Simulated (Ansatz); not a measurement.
Wavefunction ladder for `FB1[SiH2]BCS1`

Z-matrix (Å, degrees):
```
Si
B 1 2.025
B 1 2.013 2 94.2
H 1 1.492 2 114.0 3 117.6
H 1 1.492 2 114.0 3 -117.6
S 2 1.798 1 113.1 3 -0.0
F 2 1.327 1 129.1 3 179.9
C 3 1.564 1 112.7 2 0.1
H 3 1.196 1 129.9 2 -179.9
H 8 1.097 3 109.3 1 -123.5
H 8 1.098 3 109.0 1 122.8
```

Charge 0, multiplicity 1. The structure was optimised at the PBE0-D4/def2-TZVP level. Frozen core, restricted reference, Ansatz. CBS rows extrapolate triple and quadruple zeta; past MP2 they add the triple-zeta difference.

| basis | HF (Eh) | MP2 corr. |
| --- | --- | --- |
| def2-SVP | -875.73745 | -0.70070 |
| def2-TZVPP | -876.20015 | -0.89362 |
| def2-QZVPP | -876.22812 | -0.96533 |

Task: Estimate the CCSD correlation energy and the (T) correction in each basis where they were run (hartree).

Result: 
| basis | CCSD corr. | (T) |
| --- | --- | --- |
| def2-SVP | -0.76272 | -0.02378 |
| def2-TZVPP | -0.95051 | -0.04045 |
| CBS(def2) | -1.07533 | as TZ |
